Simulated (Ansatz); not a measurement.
Geometry optimisation, UHF/def2-SVP in Ansatz 0.2.0.

The input (input.yaml):

```yaml
crystal:
  periodic: [false, false, false]
  atoms:
    - { symbol: Ge, position_ang: [0.0273, -0.007916, -0.093441] }
    - { symbol: Cl, position_ang: [-0.177219, -0.051009, 2.108929] }
    - { symbol: H, position_ang: [1.534614, 0.017263, -0.3652] }
    - { symbol: Ge, position_ang: [-1.153095, 2.006254, -0.853524] }
    - { symbol: H, position_ang: [-2.649755, 1.691424, -0.985102] }
    - { symbol: H, position_ang: [-0.936009, 3.115442, 0.182048] }
    - { symbol: H, position_ang: [-0.606837, 2.455318, -2.218144] }
    - { symbol: H, position_ang: [-0.582942, -1.31983, -0.590535] }
    - { symbol: H, position_ang: [0.022344, -0.070648, 4.678469] }
magnetization:
  spin_polarized: true
  initial_magnetization: 1
basis:
  gaussian: { orbitals: def2-SVP }
hamiltonian:
  xc: hf
relax:
  f_tol: 0.03
  max_steps: 50
output:
  orbitals: {}
```

Command:

```bash
$ ansatz run input.yaml --threads 4 --pin off --max-ram 5120MiB --backend cpu --events-out ev --progress --plain --runs-dir out
```

Problem. Where does it end, and by what steps?

Solution. The forces met the threshold. The force dipped under the threshold on the way, but the program's further checks kept it going. After 9 steps the energy has fallen by 0.113 eV; H9 moved furthest, 1.02 Å.

```tsv
step	energy less start (eV)	largest force component (eV/Å)	accepted
0	0.0000	0.597	yes
1	-0.0343	0.290	yes
2	-0.0701	0.103	yes
3	-0.0854	0.069	yes
4	-0.1012	0.096	yes
5	-0.1086	0.043	yes
6	-0.1120	0.068	yes
7	-0.1108	0.078	no
8	-0.1127	0.014	yes
9	-0.1128	0.023	yes
```

```xyz
9
Properties=species:S:1:pos:R:3
Ge 0.045 0.013 -0.227
Cl -0.454 -0.314 1.877
H 1.567 0.159 -0.289
Ge -1.158 2.027 -0.942
H -2.662 1.813 -0.744
H -0.686 3.217 -0.101
H -0.870 2.300 -2.425
H -0.389 -1.246 -0.981
H 0.085 -0.133 5.696
```

Whether the end is a true minimum wasn't checked by a vibrational analysis.

The run took 18 s on 4 threads of Arm Neoverse V1, with other jobs on the host, peak memory 0.39 GiB.
